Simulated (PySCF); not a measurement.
A PySCF script (with the pyscf-properties extension) for the NMR shieldings of SMILES CC[SiH2]C#C[SiH2]NC(C)=O, C6H13NOSi2, on a GFN2-xTB geometry:

```python
import basis_set_exchange as bse
import numpy as np
from pyscf import gto, dft
from pyscf.prop import nmr

atoms = """
C    -4.048714   -0.805429    0.926504
C    -3.825656    0.595586    1.485722
Si   -2.628893    1.634418    0.429149
C    -1.029602    0.704392    0.328502
C    -0.000261    0.068733    0.271531
Si    1.561594   -0.929098    0.208542
N     2.589954    0.126829   -0.756549
C     3.826125   -0.358574   -0.978070
C     4.758420    0.488818   -1.807889
O     4.122959   -1.440097   -0.507272
H    -4.725833   -1.374548    1.562413
H    -4.480357   -0.758186   -0.071375
H    -3.106110   -1.345838    0.861810
H    -4.787290    1.107101    1.565197
H    -3.436606    0.512941    2.502687
H    -2.389702    2.936880    1.064881
H    -3.151404    1.809992   -0.933008
H     2.131786   -1.066328    1.545413
H     1.340606   -2.175999   -0.518346
H     2.325451    1.021251   -1.136070
H     5.714364   -0.015496   -1.916501
H     4.324533    0.658155   -2.791823
H     4.909884    1.452611   -1.325370
"""
names = dict.fromkeys(["C", "Si", "N", "O", "H"], "pcSseg-1")
basis = {el: gto.basis.parse(bse.get_basis(n, elements=[el], fmt="nwchem")) for el, n in names.items()}
mol = gto.M(atom=atoms, basis=basis, charge=0, verbose=0)
mf = dft.RKS(mol, xc="PBE0")
mf.grids.level = 2
mf.grids.alignment = dft.numint.BLKSIZE   # the property module wants whole blocks of grid points
mf.conv_tol = 1e-9
mf.kernel()

calc = nmr.RKS(mf)   # GIAO
C = mf.mo_coeff
Co = C[:, mf.mo_occ > 0]
resp = mf.gen_response(singlet=True, hermi=2)
def vind(x):   # induced exchange potential for any number of trial vectors
    d = np.einsum("pi,xij,qj->xpq", C, 2 * x.reshape(-1, C.shape[1], Co.shape[1]), Co, optimize=True)
    return np.einsum("xpq,pi,qj->xij", resp(d - d.transpose(0, 2, 1)), C, Co, optimize=True).ravel()
mo1, _ = nmr.rhf.solve_mo1(calc, with_cphf=vind)
sigma = calc.kernel(mo1)
for i, s in enumerate(sigma):   # ppm
    print("%2d %-2s %9.2f" % (i, mol.atom_pure_symbol(i), np.trace(s) / 3))
```

Question: What are the results?

Answer: 
```
 0 C     175.67
 1 C     178.96
 2 Si    413.04
 3 C      70.73
 4 C      67.78
 5 Si    422.02
 6 N     143.80
 7 C       8.27
 8 C     163.04
 9 O    -114.59
10 H      30.26
11 H      30.78
12 H      30.26
13 H      30.96
14 H      30.77
15 H      27.25
16 H      27.42
17 H      26.71
18 H      26.69
19 H      27.28
20 H      29.81
21 H      29.60
22 H      29.59
```

These numbers come from an equivalent density-fitted implementation of the same equations, which agrees with the script to about 0.01 ppm for H and up to a few tenths of a ppm for heavy atoms, so last digits may differ.

Question: Turn these shieldings into chemical shifts. Chemical shifts δ = σref − σ; ¹³C (186.93 ppm), ²⁹Si (349.16 ppm), ¹H (31.72 ppm) vs TMS; ¹⁵N (267.73 ppm) vs NH3; ¹⁷O (336.08 ppm) against H2O, all at this level.

Answer: Averaging equivalent atoms: C 7: 178.7; C 4: 119.1; C 3: 116.2; C 8: 23.9; C 0: 11.3; C 1: 8.0; Si 2: -63.9; Si 5: -72.9; N 6: 123.9; O 9: 450.7; H 17/18: 5.02; H 19: 4.44; H 15/16: 4.38; H 20/21/22: 2.05; H 10/11/12: 1.29; H 13/14: 0.85 ppm. Unscaled 17O shifts of doubly bonded oxygen tend to come out too high, by tens of ppm or more. Experimental scales use liquid or dissolved standards, which lie at an offset from isolated NH3 (liquid NH3: subtract about 20 ppm) and H2O (liquid H2O: subtract about 36 ppm).

Size and cost of the density-fitted run: 249 basis functions, 120 s wall time on 1 thread of an Arm Neoverse N1, shared host; peak memory 1.2 GiB.
